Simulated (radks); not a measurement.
Question: The table gives one normalised radial function P(r) = r R(r) (large component) of Yb29+ in [Ar] 3d10 4s2 4p4 4d5 5s2 (r in bohr). All-electron calculation, Dirac Kohn-Sham, PBE, spin-unpolarised, spherical densities, point nucleus; open shells fill j = l - 1/2 first. Program: a radial shooting solver on a logarithmic mesh with Libxc functionals.

r,P
0.00156,0.0000
0.00229,0.0001
0.003389,0.0004
0.004976,0.0011
0.007364,0.0034
0.01081,0.0097
0.01587,0.0268
0.02349,0.0720
0.03449,0.1754
0.05104,0.3880
0.07494,0.7136
0.1109,1.0127
0.1628,0.8557
0.239,-0.1112
0.3538,-1.3779
0.5194,-1.5628
0.7686,-0.6697
1.128,-0.0945
1.67,-0.0026
2.452,0.0000

Which n and l does it have? It may be an empty orbital.

Answer: n = 4, l = 2: the number of nodes gives n - l - 1 = 1, the rise at small r points to l (this Dirac orbital starts as r^gamma with gamma = sqrt((l + 1)^2 - (Z/c)^2) = 2.96; the j = 5/2 orbital of l + 1 starts with the same power, but with a smaller coefficient, and then steepens), and the extent must fit the shell. The curve is that of 4d5/2; the two j differ most near the nucleus, where j = l - 1/2 has the larger amplitude, and in heavy atoms j = l - 1/2 is also the more compact. 4d5/2: eigenvalue -1117.3 eV, 1 radial node at r = 0.231 bohr, <r> = 0.469 bohr, 90 % of the charge inside 0.685 bohr.
